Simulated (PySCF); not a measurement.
Correlation energy of Al (aluminium, neutral)

[Ne] 3s2 4s1, 2S determinant (an excited configuration). Calculation: PySCF 2.14, in aug-cc-pwCVTZ (8s7p5d3f, 75 functions); no relativity, point nucleus. Frozen: 1s2; 11 electrons correlated.

```csv
level,correlation energy (mhartree)
CCSD,-298.20
(T),-4.30
CCSD(T),-302.50
```

Diagnostics: T1 = 0.011, D1 = 0.0464, largest double amplitude 0.087.

The outer electron is Rydberg-like, and this basis confines it to a smaller radius and binds it less than a complete one would.

Cost of the coupled-cluster step: about 28 core-seconds, for 11 correlated electrons.
